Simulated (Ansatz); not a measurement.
Molecule: ZnF, charge 0, multiplicity 2. The spin state was set by rule; other spins were not relaxed. SMILES of the parent species: [F][Zn]
Structure (B3LYP-D3(BJ)/def2-TZVP (Ansatz, a first-principles code) minimum search):
```xyz
2

Zn     0.0000     0.0000    -0.4161
F      0.0000     0.0000     1.3870
```
Charge 0, spin multiplicity 2.

Property: atomisation energy (electronic, to ground-state atoms), in eV. Correlated levels leave the core frozen unless marked. UHF or UKS for open shells. Spin-orbit coupling is left out. Frozen are the shells of the preceding noble gas and the d and f shells that filled before the atom's block. No relativistic terms. The coupled-cluster limit lacks core correlation, which all-electron functionals hold. CBS marks a two-point X^-3 extrapolation of the correlation energy; Hartree-Fock from the larger set.

```csv
level,program,atomisation energy (eV)
B3LYP-D4/def2-TZVPD,Ansatz + dftd4,2.91
LC-wPBE-D3(BJ)/def2-TZVPD,Ansatz + dftd3,3.44
```

Problem. Predict the CCSD(T)/CBS(def2-TZVPPD,def2-QZVPPD) result (Ansatz).

Solution. 3.10 eV
